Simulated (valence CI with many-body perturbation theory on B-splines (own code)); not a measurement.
**Hyperfine factors and g values of Pr XLVII**

Computed by valence CI with perturbative core correlation (CI+MBPT): three valence electrons over a frozen Dirac-Fock core [Ne], radial functions for each j: 11 s, 11 p, 10 d, 8 f, 5 g, 2 h, with the one-electron correlation potential Σ1, the two-electron term Σ2, the three-electron term Σ3, Breit, model QED; selected CI, second order for the rest, scaled by the run's own slope (own B-spline code, finite nucleus).

The last digits are not significant, and no measured levels were compared; by estimate large intervals hold to a few tenths of a per cent, small ones and those within an open d or f shell to about a per cent.

A/g_I is the dipole constant over the nuclear g factor μ/I (μ in nuclear magnetons, uniformly magnetised nucleus), B/Q the quadrupole constant per barn. Both hold the static response of the core; the bare values leave it out. Large factors of s and p1/2 electrons are usually good to 5 to 10 %; those of open d and f shells near neutrality can be off by tens of per cent, and small factors of p3/2, d and f electrons come from cancelling terms and can be off by a factor of two or in sign, in half-filled shells by more. B is blank for J = 1/2, where it vanishes, and for nearly pure S terms. Energies count from the lowest level.

Levels are named by their leading jj configuration (3d3/2^4 stands for four electrons in 3d with j = 3/2), which in mixed levels can hold well under half, so a name can repeat and another be missing. Letters in brackets count levels of one name in rising energy.

| Level | E (eV) | g | A/g_I (MHz) | A/g_I bare | B/Q (MHz/b) | B/Q bare |
| --- | --- | --- | --- | --- | --- | --- |
| (3s^2 3p1/2) J=1/2 | 0.00 | 0.655 | 683000 | 668000 |  |  |
| (3s 3p1/2^2) J=1/2 | 116.68 | 2.236 | 2040000 | 1990000 |  |  |
| (3s^2 3p3/2) J=3/2 | 124.94 | 1.326 | 101000 | 100000 | 191000 | 188000 |
| (3s 3p1/2 3p3/2) J=3/2 [a] | 220.91 | 1.657 | 514000 | 504000 | 154000 | 152000 |
| (3s 3p1/2 3p3/2) J=5/2 | 233.79 | 1.362 | 604000 | 592000 | 122000 | 120000 |
| (3s 3p1/2 3p3/2) J=3/2 [b] | 250.84 | 0.945 | 35600 | 36900 | 125000 | 124000 |
| (3s 3p1/2 3p3/2) J=1/2 | 258.97 | 1.208 | -648000 | -628000 |  |  |
| (3s^2 3d3/2) J=3/2 | 299.06 | 0.835 | 29500 | 31400 | 32300 | 33300 |
| (3s^2 3d5/2) J=5/2 | 318.98 | 1.242 | 86200 | 86300 | 14900 | 16500 |
| (3s 3p3/2^2) J=5/2 | 359.81 | 1.373 | 462000 | 453000 | 97000 | 95600 |
| (3p1/2^2 3p3/2) J=3/2 | 368.20 | 1.223 | 71500 | 73400 | 154000 | 152000 |
| (3s 3p1/2 3d3/2) J=3/2 [a] | 382.19 | 0.556 | -157000 | -151000 | 53500 | 53800 |
| (3s 3p3/2^2) J=1/2 | 384.42 | 1.867 | 2120000 | 2070000 |  |  |
| (3s 3p3/2^2) J=3/2 | 389.66 | 1.198 | -295000 | -284000 | -49800 | -49000 |
| (3s 3p1/2 3d3/2) J=5/2 | 391.47 | 1.043 | 551000 | 539000 | 8.07 | 1550 |
| (3s 3p1/2 3d3/2) J=1/2 | 410.96 | 0.364 | -825000 | -801000 |  |  |
| (3s 3p1/2 3d3/2) J=3/2 [b] | 413.21 | 1.317 | 459000 | 451000 | 29000 | 28900 |
| (3s 3p1/2 3d5/2) J=5/2 [a] | 421.01 | 1.347 | 197000 | 195000 | 30600 | 32100 |
| (3s 3p1/2 3d5/2) J=7/2 | 429.13 | 1.251 | 404000 | 396000 | -4590 | -2420 |
| (3s 3p1/2 3d5/2) J=5/2 [b] | 437.62 | 1.067 | 42400 | 43600 | 42700 | 43500 |
| (3s 3p1/2 3d5/2) J=3/2 | 441.05 | 1.158 | -339000 | -327000 | -1580 | -348 |
| (3p1/2 3p3/2^2) J=5/2 | 490.13 | 1.136 | 244000 | 240000 | 47500 | 47000 |
| (3p1/2 3p3/2^2) J=3/2 | 494.59 | 1.344 | -16800 | -12100 | 36500 | 36100 |
| (3p1/2 3p3/2^2) J=1/2 | 503.68 | 0.670 | 694000 | 675000 |  |  |
| (3s 3p3/2 3d3/2) J=3/2 [a] | 518.42 | 1.335 | 316000 | 312000 | -10700 | -11500 |
| (3s 3p3/2 3d3/2) J=5/2 [a] | 519.34 | 1.266 | 275000 | 272000 | 50200 | 49000 |
| (3s 3p3/2 3d3/2) J=1/2 [a] | 519.43 | 2.298 | 996000 | 976000 |  |  |
| (3s 3p3/2 3d3/2) J=7/2 | 522.13 | 1.285 | 348000 | 342000 | 151000 | 149000 |
| (3p1/2^2 3d3/2) J=3/2 | 526.44 | 0.762 | 56300 | 56100 | 29200 | 30400 |
| (3s 3p3/2 3d5/2) J=9/2 | 531.18 | 1.326 | 282000 | 277000 | 234000 | 233000 |
| (3s 3p3/2 3d3/2) J=3/2 [b] | 540.04 | 1.011 | -18000 | -15000 | -103000 | -101000 |
| (3s 3p3/2 3d5/2) J=5/2 [a] | 548.99 | 1.337 | 408000 | 400000 | -90200 | -88400 |
| (3s 3p3/2 3d3/2) J=5/2 [b] | 555.57 | 0.940 | -71100 | -66700 | 129000 | 129000 |
| (3s 3p3/2 3d3/2) J=1/2 [b] | 558.01 | 0.610 | 198000 | 194000 |  |  |
| (3s 3p3/2 3d5/2) J=7/2 [a] | 558.33 | 1.190 | 139000 | 138000 | 180000 | 179000 |
| (3s 3p3/2 3d5/2) J=3/2 [a] | 558.36 | 1.165 | -87900 | -82200 | -97500 | -96000 |
| (3p1/2^2 3d5/2) J=5/2 | 563.69 | 1.194 | 17400 | 20200 | 24100 | 25800 |
| (3s 3p3/2 3d5/2) J=7/2 [b] | 571.22 | 1.195 | 54700 | 55900 | 130000 | 130000 |
| (3s 3p3/2 3d5/2) J=1/2 | 579.70 | 0.683 | -461000 | -448000 |  |  |
| (3s 3p3/2 3d5/2) J=3/2 [b] | 586.57 | 1.303 | 489000 | 478000 | 59400 | 59400 |

Question: Take the isotope of mass number 141, with I = 5/2, μ = 4.266 μN and Q = -0.0589 b. What is the hyperfine structure of (3s 3p1/2 3p3/2) J=3/2 [b]?

Answer: From the table A = 60800 MHz, B = -7380 MHz. Shifts from the centre of gravity in MHz: F = 1: -324000, F = 2: -197000, F = 3: -11100, F = 4: 226000.
